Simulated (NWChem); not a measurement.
System: H$_{2}$BO$_{2}$, doublet; SMILES O[B]O

```xyz
5

O     -1.2218     0.0000     0.0393
B      0.0000     0.0000    -0.5447
O      1.2218     0.0000     0.0393
H     -1.2136     0.0000     1.0166
H      1.2136     0.0000     1.0166
```
Atoms are numbered in this order, from 1.

Program: NWChem. Pople sets run with spherical d functions. Spin-unrestricted. In the optimisation the excess spin sits in a1 (C2v, its own frame). All runs use the structure optimised with B3LYP/6-31G* (spherical d), spin-unrestricted. No stability test was run on the SCF state. Atomic charges in e: unrestrained fits to the electrostatic potential beside Mulliken populations; buried atoms are poorly determined by the fit.

### Question
Predict the results for UHF/6-31G*. Quantities: ESP O1; Mulliken O1; ESP B2; Mulliken B2; ESP O3; Mulliken O3; relative RMS misfit of the potential (%).

### Answer
- ESP O1: -0.67
- Mulliken O1: -0.71
- ESP B2: 0.42
- Mulliken B2: 0.54
- ESP O3: -0.67
- Mulliken O3: -0.71
- relative RMS misfit of the potential (%): 22
